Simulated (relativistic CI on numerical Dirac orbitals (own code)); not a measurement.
**Hyperfine structure of Tl4+, mass number 204**

Computed by Dirac-Coulomb-Breit CI, orbitals from a KLI potential per configuration, model QED, valence Slater integrals scaled by 0.85, P86 correlation energy added to each configuration (own radial code, finite nucleus).

Configurations in the expansion (outside the closed core [Kr] 4d10 4f14 5s2): 5p6 5d9, 5p6 5d8 6s, 5p6 5d8 5f, 5p6 5d8 6p, 5p6 5d8 5g, 5p6 5d8 7s, 5p6 5d8 6d, 5p5 5d10, 5p6 5d7 6s 6p, 5p6 5d8 7p, 5p6 5d8 7d, 5p6 5d8 6f, 5p6 5d8 7f, 5p6 5d7 5f 6s, 5p6 5d7 6s2, 5p6 5d6 5f 6s2, 5p6 5d6 6s2 6p, 5p6 5d6 5g 6s2, 5p6 5d6 6s2 7s, 5p6 5d6 6s2 6d. Double excitations out of closed p, d and f shells are left out; levels of such configurations are missing from the list, as are those of other unlisted configurations, and high levels can miss mixing partners.

Nuclear spin I = 2, μ = 0.09 μN (tables of Stone and Pyykkö). The electronic factors are computed for point nuclear moments, without core polarisation; leaving it out makes A of s and p electrons in near-neutral atoms 20 to 40 % too small, and it can dominate for d and f shells.

```tsv
Level	E (cm⁻¹)	A (MHz)
5p6 5d9 2D_5/2	0.0	56.81
5p6 5d9 2D_3/2	17901.9	144.2
5p6 5d8 6s 4F_9/2	100827.5	414.3
5p6 5d8 6s 4F_7/2	107597.0	-186
5p6 5d8 6s 4F_5/2	120964.5	-119.4
5p6 5d8 6s 2F_7/2	122230.5	424.2
5p6 5d8 6s 4P_1/2	126452.7	2641
5p6 5d8 6s 4P_3/2	128588.7	6.019
```

Levels with J = 0, under 50 % of one LS term, or S terms without an open s electron are left out. Small factors come from cancelling terms and can be off by tens of per cent or more.

At this charge configurations can still be misplaced by up to about 7 % of their energy. Levels and lines within the n = 5 or 6 shells can be off by up to 10 % or somewhat more, and those that change n by about 2 %, since core polarisation is missing.

(1) Give the hyperfine levels of 5p6 5d9 2D_5/2 relative to its centre of gravity.

Answers

(1) With K = F(F + 1) − I(I + 1) − J(J + 1), E = AK/2: F = 1/2: -397.7, F = 3/2: -312.4, F = 5/2: -170.4, F = 7/2: 28.4, F = 9/2: 284 MHz.

LS names give the leading component of a level, which can be under half, so a name can repeat, a term be missing and a line seem to break the LS rules.
